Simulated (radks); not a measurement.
P I, configuration [Ne] 3s2 3p1 3d2 (not the ground configuration). All-electron calculation, Dirac Kohn-Sham, PBEsol, spin-unpolarised, spherical densities, finite nucleus; open shells are shared between the two j in proportion to 2j + 1; Fermi nuclear charge, rms radius 3.1889 fm. Program: a radial shooting solver on a logarithmic mesh with Libxc functionals. Some entries of the table are withheld. Estimate them.

| orbital | occ. | eigenvalue (Ry) | <1/r> (bohr^-1) | <r> (bohr) |
|---|---|---|---|---|
| 1s1/2 | 2 | -153.6426 | 14.63 | 0.1037 |
| 2s1/2 | 2 | -13.44540 | (1) | 0.5196 |
| 2p1/2 | 2 | -9.87752 | 2.725 | 0.4829 |
| 2p3/2 | 4 | -9.80994 | 2.709 | 0.4851 |
| 3s1/2 | 2 | -1.50289 | 0.7638 | 1.796 |
| 3p1/2 | 0.333333 | -0.82861 | (2) | (3) |
| 3p3/2 | 0.666667 | -0.82348 | (4) | (5) |
| 3d3/2 | 0.8 | -0.07041 | 0.2907 | 4.770 |
| 3d5/2 | 1.2 | -0.07035 | 0.2905 | 4.772 |

Answer. 
(1) 2s1/2 <1/r> (bohr^-1): 2.825
(2) 3p1/2 <1/r> (bohr^-1): 0.6450
(3) 3p1/2 <r> (bohr): 2.098
(4) 3p3/2 <1/r> (bohr^-1): 0.6426
(5) 3p3/2 <r> (bohr): 2.104
